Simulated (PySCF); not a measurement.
Simulated O 1s region for (OH)1Al(OSiH2)2O (AlH5O4Si2), binding energy against the vacuum level.

Every computed line was given a Gaussian of 0.7 eV full width at half maximum and an area set by the number of equivalent atoms; the highest printed point is 100. Level of theory: PySCF, delta-SCF UKS SCAN, pcX-2 on the ionised atom, pcseg-1 elsewhere, spin-free X2C.

(binding energy (eV), intensity): (536.8, 0), (536.9, 1), (537.0, 2), (537.1, 6), (537.2, 12), (537.3, 23), (537.4, 38), (537.5, 57), (537.6, 76), (537.7, 92), (537.8, 100), (537.9, 98), (538.0, 87), (538.1, 72), (538.2, 57), (538.3, 47), (538.4, 41), (538.5, 39), (538.6, 37), (538.7, 35), (538.8, 30), (538.9, 23), (539.0, 16), (539.1, 10), (539.2, 6), (539.3, 3), (539.4, 1), (539.5, 0), (539.6, 0)

Problem. How many maxima does the curve show, and how many computed lines lie under it?

Solution. The curve has 1 maximum (at 537.8 eV). Under it lie 3 lines from 3 inequivalent oxygen sites. At this width some lines have no maximum of their own.

Problem. Decompose the envelope and assign each component. Bonds: Al1–O2, Al1–O3, Al1–O7, O3–Si4, Si4–O5, O5–Si6, Si6–O7. Hydrogens: H8 on O2; H9, H10 on Si4; H11, H12 on Si6.

Solution. 
| position (eV) | relative area | line | atoms | environment |
| --- | --- | --- | --- | --- |
| 537.78 | 2 | O 1s | O3/O7 | oxygen bonded to Al and Si |
| 537.91 | 1 | O 1s | O5 | oxygen bonded to 2 Si |
| 538.63 | 1 | O 1s | O2 | oxygen bonded to Al and H |

Problem. What are the centre and the root-mean-square width of the whole band?

Solution. The area-weighted mean of the lines is 538.03 eV. Their own spread about it is 0.36 eV (rms) and each Gaussian has σ = 0.7/2.355 = 0.30 eV; the variances add, which gives 0.46 eV.

The listed O 1s values span 0.85 eV, from O3/O7 (bonded to Si and Al) to O2 (bonded to H and Al).

The curve has no shake-up lines and no vibrational structure. Topologically equivalent atoms share the value of their first member; where this conformer doesn't relate them by symmetry, their own values could differ. One conformer (not necessarily the lowest) at the PBE0-D3(BJ)/def2-SVP geometry, without solvent, vibrations or thermal averaging.
